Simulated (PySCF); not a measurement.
C₅H₇F₃N (doublet state).
Cartesian coordinates in Å at the GFN2-xTB level; atoms count from 1:
```xyz
16
C5H7F3N angstrom
C     -2.3033   -0.6687   -0.7629
C     -1.9046    0.7491   -0.3371
C     -0.5754    0.8506    0.2680
N      0.2268   -0.0528    0.5448
C      1.5341    0.0901    1.1021
C      2.5720   -0.1639    0.0128
F      2.4881   -1.3929   -0.5059
F      3.8209   -0.0328    0.4909
F      2.4613    0.6971   -1.0062
H     -2.2906   -1.3349    0.0953
H     -3.3018   -0.6621   -1.1936
H     -1.6006   -1.0465   -1.5004
H     -1.9216    1.4203   -1.2009
H     -2.6232    1.1444    0.3873
H      1.6740   -0.6742    1.8733
H      1.7362    1.0860    1.5236
```

The hyperfine couplings belong to this conformer and change with its torsions.

As a line formula: `CC/[C]=N/CC(F)(F)F` [radical].

Level of theory: UKS B3LYP, pcH-1 on C F H N, non-relativistic, mean-field spin-orbit, GIAO in PySCF 2.14.0. The structure is a single GFN2-xTB conformer in the gas phase; no vibrational or solvent corrections. A GFN2-xTB geometry isn't a minimum of the functional, and hyperfine couplings can be far from their values at a DFT geometry. The SCF solution wasn't tested for stability.

(1) Break the g tensor into its mass correction, gauge correction and orbital-Zeeman/spin–orbit terms.

(2) What effective moment and Curie constant follow for a powder?

(3) At 9.731 GHz, how far is the centre of the isotropic spectrum from where a free electron (g = 2.002319) resonates?

(4) What are the electron Larmor frequencies g μB B/h along the three axes at 350 mT?

(5) In a frozen sample, at which fields do the three g values resonate at 9.5, 34, 94 and 263 GHz (hyperfine left aside), and which band first spreads them over more than twice a line width of 1.0 mT?

Answers

(1) 
```
                    Δg (ppm)      1     2     3
relativistic mass correction   -180  -180  -180
            gauge correction     30    11    27
   orbital Zeeman/spin–orbit  -3231  -103   967
                       total  -3380  -273   814
```

So g = 1.99894, 2.00205, 2.00313 and g_iso = 2.00137; the tensor is rhombic: the two nearest values differ by 26 % of g3 − g1. 

(2) With the mean of g² = 4.0055 and S(S+1) = 0.75: μ_eff = √(⟨g²⟩S(S+1)) = 1.733 μB and χT = 0.12505·⟨g²⟩·S(S+1) = 0.376 cm³ K/mol (cgs; spin-Hamiltonian part alone).

(3) B = hν/(g μB) with μB/h = 13.99624 MHz/mT gives 347.23 mT for the free electron and 347.39 mT at g_iso, 0.16 mT higher.

(4) 9.7922, 9.8074, 9.8127 GHz for g1, g2 and g3, a range of 20.5 MHz.

(5) 
| band | GHz | B(g3) mT | B(g2) mT | B(g1) mT | spread mT |
| --- | --- | --- | --- | --- | --- |
| X | 9.5 | 338.85 | 339.03 | 339.56 | 0.71 |
| Q | 34.0 | 1212.71 | 1213.37 | 1215.26 | 2.54 |
| W | 94.0 | 3352.79 | 3354.61 | 3359.83 | 7.03 |
| J | 263.0 | 9380.68 | 9385.77 | 9400.36 | 19.68 |

The spread grows in proportion to the frequency. Q band is the first where it exceeds 2.0 mT.

The largest Mulliken spin populations are on C3 (+0.73) and N4 (+0.16).

The HOMO–LUMO gaps are 5.02 eV among the α and 6.59 eV among the β orbitals.
